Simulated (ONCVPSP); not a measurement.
Potentials for phosphorus (P) compared

Generated with ld1.x 7.5 (TM, RRKJ, ultrasoft, PAW), atompaw 4.2 or ONCVPSP 4.0.1. The cutoff is in Ry: for ld1.x and atompaw files where the sum of valence levels is converged to 10 mRy in a Bessel basis, for ONCV files where the hardest occupied wave has 1 mHa per electron of residual kinetic energy. The error is the largest all-electron minus pseudo excitation energy over each file’s own four to seven test configurations (ionisations up to +4, promotions, holes and added fractions of an electron), all of which were solved. The labels leave out finer settings (local radius, basis sizes, second energies), which also bear on the numbers. Spin-polarised tests are not counted. The rows are a selection from randomly drawn settings: files with unsolved tests, undetermined cutoffs or missed reference levels are left out.

```csv
potential,cutoff (Ry),largest error (meV),bound ghosts
"ONCV, LDA (Perdew-Wang 92), scalar-relativistic, rc 1.84/1.84/2.16 (spd), local p, core correction yes, reference 3s1.75 3p3.25, qcut 5.9/6.8/5.6, projectors 3/0/2",22,-9.5,none
"ONCV, LDA (Perdew-Wang 92), non-relativistic, rc 1.65/1.65/1.80 (spd), local smoothed, core correction yes, reference 3s1.75 3p3.25, qcut 4.3/5.9/4.9, projectors 2/1/2",20,+22,none
"ONCV, BLYP, scalar-relativistic, rc 0.90/1.00/0.75 (spd), local d, core correction yes, reference 2s2 2p6 3s2 3p2, qcut 14.4/10.8/11.1, projectors 2/2/0",258,+8.7,none
"ONCV, PBE, scalar-relativistic, rc 1.25/1.90/1.50 (spd), local smoothed, core correction no, reference 3s1.75 3p3.25, qcut 4/4.2/6.4, projectors 1/2/2",212,+9.5,none
```

**Question.** Fill in the row for P: ONCV, PBEsol, scalar-relativistic, rc 1.75/1.75/1.30 (spd), local smoothed, core correction yes, reference 3s2 3p2, qcut 2.9/5.4/8.2, projectors 2/1/2.

**Answer.** cutoff 66 Ry, largest error +54 meV, bound ghosts: none.

**Question.** Fill in the row for P: ONCV, PBE, scalar-relativistic, rc 1.05/0.80/0.95 (spd), local smoothed, core correction yes, reference 2s2 2p6 3s2 3p3, qcut 8.9/20.3/8.9, projectors 2/2/1.

**Answer.** cutoff 287 Ry, largest error -397 meV, bound ghosts: none.

**Question.** Fill in the row for P: ONCV, PBEsol, scalar-relativistic, rc 0.85/1.00/0.90 (spd), local smoothed, core correction yes, reference 2s2 2p6 3s2 3p3, qcut 12.4/16/9.6, projectors 2/3/2.

**Answer.** cutoff 185 Ry, largest error +9.9 meV, bound ghosts: none.
